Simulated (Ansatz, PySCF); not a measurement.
The pair A = H2O (SMILES O) (first 3 atoms), B = C4H6 (SMILES C=CC=C); geometry from B3LYP-D3(BJ)/def2-TZVP.
(charge 0, multiplicity 1):
| atom | x (Å) | y (Å) | z (Å) |
|---|---|---|---|
| O | 0.0111 | -0.4871 | -0.1496 |
| H | -0.7246 | -0.5760 | 0.4670 |
| H | 0.7359 | -0.1796 | 0.4067 |
| C | -1.6938 | -0.6597 | 3.1319 |
| C | -0.7319 | 0.2565 | 3.0017 |
| C | 0.6885 | -0.0406 | 3.0723 |
| C | 1.6510 | 0.8645 | 2.8824 |
| H | -1.4582 | -1.7019 | 3.3138 |
| H | -2.7409 | -0.3967 | 3.0681 |
| H | -1.0002 | 1.2931 | 2.8186 |
| H | 0.9565 | -1.0723 | 3.2816 |
| H | 2.6982 | 0.6002 | 2.9395 |
| H | 1.4155 | 1.9011 | 2.6709 |

Cores are frozen in the correlated methods.

Programs: Ansatz (a quantum-chemistry and plane-wave program); PySCF for the dispersion terms. 

The monomers are drawn apart, rigid, along the line of their centres of mass. Counterpoise-corrected interaction energies (kcal/mol):

```json
[
 {"level": "PBE/def2-TZVPPD", "R = 4.226 Å": "-1.1962", "R = 5.294 Å": "-0.4624"},
 {"level": "PBE-D3(BJ)/def2-TZVPPD", "R = 4.226 Å": "-1.6651", "R = 5.294 Å": "-0.6032"},
 {"level": "wB97M-V/def2-TZVPPD", "R = 4.226 Å": "-1.5037", "R = 5.294 Å": "-0.5913"},
 {"level": "CCSD(T)/aug-cc-pVDZ", "R = 4.226 Å": "-1.4049", "R = 5.294 Å": "-0.5518"}
]
```

Task: R is the distance of the centres of mass. Find the local exponent m of E ∝ R⁻ᵐ between the two points.

Result: 
m = ln(E₁/E₂)/ln(R₂/R₁): PBE/def2-TZVPPD 4.2; PBE-D3(BJ)/def2-TZVPPD 4.5; wB97M-V/def2-TZVPPD 4.1; CCSD(T)/aug-cc-pVDZ 4.2. For scale, two fixed dipoles give m = 3, dipole and quadrupole 4, quadrupoles 5, and dispersion or dipole-induced dipole 6 at long range; at these distances several terms mix, and what is left of overlap and damping shifts m, so it need not match one of them.
